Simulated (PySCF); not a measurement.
Harmonic spectrum computed at PBE0 in the def2-TZVP basis family (core potentials from Rb on, PySCF, no spin–orbit coupling):

```
ω (cm⁻¹)  IR (km/mol)
     637          139
     740          130
     871          105
     962         62.3
    1927          407
    3885         83.0
```

Task: Which molecule gave it? In each, all ligands are bound to the one heavy central atom.
A. HSi(OH) (singlet)
B. HGe(OH) (singlet)
C. HP(OH) (doublet)
D. HAl(OH) (doublet)
E. HS(OH) (singlet)

Result: A. It has Cs symmetry with O–H 0.960 Å, Si–H 1.548 Å, Si–O 1.653 Å.
